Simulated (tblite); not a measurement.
Parent: `[CH2:1]=[CH:2][C@H:3]([O:4][CH2:5][F:6])[CH:7]([F:8])[F:9]` with C1–C2–C3–O4 -133°, C2–C3–O4–C5 69°, C3–O4–C5–F6 -73°, C2–C3–C7–F8 -79°, C5H7F3O.

The geometries are computed with GFN2-xTB (gas phase). One conformer each, not checked by frequencies here.

```tsv
coordinate of the parent	value
C1=C2	1.318 Å
C2–C3	1.503 Å
C3–O4	1.427 Å
O4–C5	1.367 Å
C5–F6	1.374 Å
C3–C7	1.538 Å
C7–F8	1.354 Å
C7–F9	1.347 Å
C1–C2–C3	123.3°
C2–C3–O4	113.2°
C2–C3–C7	111.0°
O4–C3–C7	105.5°
C3–O4–C5	115.3°
O4–C5–F6	112.1°
C3–C7–F8	109.9°
C3–C7–F9	112.2°
F8–C7–F9	106.4°
```

How does the shared frame change in `[CH2:1]=[CH:2][C@@H:3]([O:4][CH:5]([F:6])[F:7])[CH:8]([F:9])[F:10]` with C1–C2–C3–O4 130°, C2–C3–O4–C5 -71°, C3–O4–C5–F6 82°, C2–C3–C8–F9 166°, C5H6F4O? Atoms pair as C1 = C1, C2 = C2, C3 = C3, O4 = O4, C5 = C5, F6 = F6, C7 = C8, F8 = F10, F9 = F9 (parent first).

```tsv
parent	relative	value in the relative	change
C1=C2	C1=C2	1.319 Å	+0.001
C2–C3	C2–C3	1.503 Å	0.000
C3–O4	C3–O4	1.429 Å	+0.002
O4–C5	O4–C5	1.349 Å	-0.018
C5–F6	C5–F6	1.360 Å	-0.014
C3–C7	C3–C8	1.537 Å	-0.001
C7–F8	C8–F10	1.351 Å	-0.003
C7–F9	C8–F9	1.348 Å	+0.001
C1–C2–C3	C1–C2–C3	123.4°	+0.1
C2–C3–O4	C2–C3–O4	112.2°	-1.0
C2–C3–C7	C2–C3–C8	110.6°	-0.4
O4–C3–C7	O4–C3–C8	104.7°	-0.8
C3–O4–C5	C3–O4–C5	115.4°	+0.1
O4–C5–F6	O4–C5–F6	111.9°	-0.2
C3–C7–F8	C3–C8–F10	110.3°	+0.4
C3–C7–F9	C3–C8–F9	110.5°	-1.7
F8–C7–F9	F10–C8–F9	106.4°	0.0
```

Of the parent's bonds, O4–C5 changes most (-0.018 Å). Bonds of the relative outside the shared frame: C5–F7 1.336 Å. Point group C1 → C1.

How does the shared frame change in `[CH3:1]/[CH:2]=[CH:3]\[C@H:4]([O:5][CH2:6][F:7])[CH:8]([F:9])[F:10]` with C2–C3–C4–O5 -157°, C3–C4–O5–C6 159°, C4–O5–C6–F7 -68°, C3–C4–C8–F9 74°, C6H9F3O? Atoms pair as C1 = C2, C2 = C3, C3 = C4, O4 = O5, C5 = C6, F6 = F7, C7 = C8, F8 = F9, F9 = F10 (parent first).

```
  parent   relative  value in the relative  change
   C1=C2      C2=C3                1.324 Å  +0.006
   C2–C3      C3–C4                1.504 Å  +0.001
   C3–O4      C4–O5                1.420 Å  -0.007
   O4–C5      O5–C6                1.369 Å  +0.002
   C5–F6      C6–F7                1.379 Å  +0.005
   C3–C7      C4–C8                1.545 Å  +0.007
   C7–F8      C8–F9                1.348 Å  -0.006
   C7–F9     C8–F10                1.360 Å  +0.013
C1–C2–C3   C2–C3–C4                 125.9°    +2.6
C2–C3–O4   C3–C4–O5                 107.3°    -5.9
C2–C3–C7   C3–C4–C8                 109.0°    -2.0
O4–C3–C7   O5–C4–C8                 111.5°    +6.0
C3–O4–C5   C4–O5–C6                 116.4°    +1.1
O4–C5–F6   O5–C6–F7                 110.7°    -1.4
C3–C7–F8   C4–C8–F9                 111.2°    +1.3
C3–C7–F9  C4–C8–F10                 111.8°    -0.4
F8–C7–F9  F9–C8–F10                 106.2°    -0.2
```

Of the parent's bonds, C7–F9 changes most (+0.013 Å). Bonds of the relative outside the shared frame: C1–C2 1.492 Å. Point group C1 → C1.

How does the shared frame change in `[CH2:1]=[CH:2][C@:3]([CH3:4])([O:5][CH2:6][F:7])[CH:8]([F:9])[F:10]` with C1–C2–C3–C4 -89°, C2–C3–O5–C6 -67°, C3–O5–C6–F7 -85°, C2–C3–C8–F9 -78°, C6H9F3O? Atoms pair as C1 = C1, C2 = C2, C3 = C3, O4 = O5, C5 = C6, F6 = F7, C7 = C8, F8 = F9, F9 = F10 (parent first).

| parent | relative | value in the relative | change |
| --- | --- | --- | --- |
| C1=C2 | C1=C2 | 1.319 Å | +0.001 |
| C2–C3 | C2–C3 | 1.511 Å | +0.008 |
| C3–O4 | C3–O5 | 1.435 Å | +0.008 |
| O4–C5 | O5–C6 | 1.368 Å | +0.001 |
| C5–F6 | C6–F7 | 1.379 Å | +0.005 |
| C3–C7 | C3–C8 | 1.546 Å | +0.008 |
| C7–F8 | C8–F9 | 1.355 Å | +0.001 |
| C7–F9 | C8–F10 | 1.353 Å | +0.006 |
| C1–C2–C3 | C1–C2–C3 | 125.6° | +2.3 |
| C2–C3–O4 | C2–C3–O5 | 110.4° | -2.8 |
| C2–C3–C7 | C2–C3–C8 | 112.8° | +1.8 |
| O4–C3–C7 | O5–C3–C8 | 109.5° | +4.0 |
| C3–O4–C5 | C3–O5–C6 | 117.8° | +2.5 |
| O4–C5–F6 | O5–C6–F7 | 111.0° | -1.1 |
| C3–C7–F8 | C3–C8–F9 | 111.3° | +1.4 |
| C3–C7–F9 | C3–C8–F10 | 112.1° | -0.1 |
| F8–C7–F9 | F9–C8–F10 | 105.7° | -0.7 |

Of the parent's bonds, C2–C3, C3–O4 and C3–C7 change most and about equally (+0.008 Å). Bonds of the relative outside the shared frame: C3–C4 1.533 Å. Point group C1 → C1.

How does the shared frame change in `[CH2:1]=[CH:2][C@H:3]([O:4][CH3:5])[CH:6]([F:7])[F:8]` with C1–C2–C3–O4 0°, C2–C3–O4–C5 160°, C2–C3–C6–F7 -163°, C5H8F2O? Atoms pair as C1 = C1, C2 = C2, C3 = C3, O4 = O4, C5 = C5, C7 = C6, F8 = F8, F9 = F7 (parent first).

```csv
parent,relative,value in the relative,change
C1=C2,C1=C2,1.318 Å,0.000
C2–C3,C2–C3,1.508 Å,+0.005
C3–O4,C3–O4,1.404 Å,-0.023
O4–C5,O4–C5,1.411 Å,+0.044
C3–C7,C3–C6,1.546 Å,+0.008
C7–F8,C6–F8,1.353 Å,-0.001
C7–F9,C6–F7,1.357 Å,+0.010
C1–C2–C3,C1–C2–C3,123.9°,+0.6
C2–C3–O4,C2–C3–O4,110.1°,-3.1
C2–C3–C7,C2–C3–C6,108.8°,-2.2
O4–C3–C7,O4–C3–C6,110.7°,+5.2
C3–O4–C5,C3–O4–C5,115.5°,+0.2
C3–C7–F8,C3–C6–F8,111.4°,+1.5
C3–C7–F9,C3–C6–F7,111.3°,-0.9
F8–C7–F9,F8–C6–F7,105.4°,-1.0
```

Of the parent's bonds, O4–C5 changes most (+0.044 Å). Point group C1 → C1.
